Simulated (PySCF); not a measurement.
F2Si, charge +1, multiplicity 2. Atoms are numbered in the order given.

```xyz
3

F      0.0000    -1.3344     0.3362
Si     0.0000     0.0000    -0.4323
F      0.0000     1.3344     0.3362
```
Charge +1, spin multiplicity 2.

Geometry: B3LYP-D3(BJ)/def2-TZVP. The isomer is the one that the SMILES or the coordinates give; other isomers of the formula were not compared.

Method: ωB97X/def2-TZVPD (PySCF).

### Question
Estimate the frontier levels, dipole moment and polarisability. (An estimate is asked for; the answer gives what the named calculation found.)

### Answer

* **α spin, highest occupied and lowest empty level**: -19.41 and -7.52 eV
* **β spin, highest occupied and lowest empty level**: -22.98 and -11.25 eV
* **dipole moment about the centre of nuclear charge**: 2.81 D
* **mean static polarisability**: 19.1 bohr³ (2.84 Å³)
* **polarisability, principal values**: 17.2, 18.9, 21.3 bohr³
* **⟨S²⟩**: 0.752 (pure state 0.75)
